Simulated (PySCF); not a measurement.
BrH4NO2Si, SMILES N[Si](O)(O)Br.

Geometry optimised at PBE0-D3(BJ)/def2-SVP. This is a generated structure with no PubChem entry under its InChIKey; it may be hypothetical. Other conformers were not sampled.

The numbers are results of PBE/def2-TZVP run with PySCF, not measurements.

Computed frontier levels, gap, dipole moment and polarisability:
```yaml
highest_occupied_level: -6.45 eV
lowest_empty_level: -0.53 eV
orbital_gap: 5.91 eV
dipole_moment: 1.90 D
quadrupole, principal values (traceless, Buckingham form, about the centre of nuclear charge): -8.32, -0.07, 8.39 D·Å
mean_static_polarisability: 58.4 bohr³ (8.65 Å³)
polarisability_principal_values: 51.9, 53.6, 69.5 bohr³
```
